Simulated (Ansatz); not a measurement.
Compare A (`C[SiH](F)BS`) with its isomer B (`CSB(F)[SiH3]`).

Computed with Ansatz on PBE0-D4/def2-TZVP structures; ΔE is electronic, products minus reactants. CCSD(T)/CBS adds triple-zeta CCSD(T) − MP2 to the extrapolated MP2 energy (def2 sets, frozen cores). Functionals use def2-TZVPP. One conformer a species, not always the lowest.

A:

Z-matrix (Å, degrees):
```
C
Si 1 1.863
H 1 1.093 2 110.4
H 1 1.094 2 110.7 3 -118.9
H 1 1.092 2 111.6 3 120.5
F 2 1.611 1 107.9 3 -54.9
B 2 2.007 1 114.0 3 -176.8
H 2 1.492 1 109.3 3 60.8
S 7 1.763 2 123.7 1 -28.9
H 7 1.195 2 123.3 1 153.3
H 9 1.346 7 100.6 2 2.7
```

B:

```xyz
11

C     1.7250   -0.4802   -0.2095
S     0.9328   -1.0054    1.3300
B    -0.7278   -0.3564    1.1775
F    -1.5422   -0.6056    2.2016
Si   -1.4052    0.6987   -0.4230
H     1.7824    0.6055   -0.2673
H     1.1966   -0.8755   -1.0756
H     2.7347   -0.8882   -0.1956
H    -1.3150   -0.1269   -1.6606
H    -2.8170    1.1247   -0.2360
H    -0.5644    1.9093   -0.6416
```

Task: Which isomer does CCSD(T)/CBS put lower? Give the gap. (Best estimate.)

Result: Computed: A, by 16.0 kcal/mol.

Task: Give E(B) − E(A) in kcal/mol with PBE-D4, MP2/def2-TZVPP, PBE0-D4, CCSD/def2-TZVPP, CCSD(T)/def2-TZVPP, ωB97M-V, B2PLYP. (Best estimate.)

Result: Ansatz gave: PBE-D4 12.1, MP2/def2-TZVPP 15.9, PBE0-D4 13.5, CCSD/def2-TZVPP 15.7, CCSD(T)/def2-TZVPP 15.1, ωB97M-V 14.9, B2PLYP 15.1. None reverses the order clearly.

Largest T1 diagnostic: 0.014.

From PBE to PBE0 (25 % exact exchange), in def2-TZVPP and without D4, E(B) − E(A) moves by +1.3 kcal/mol.
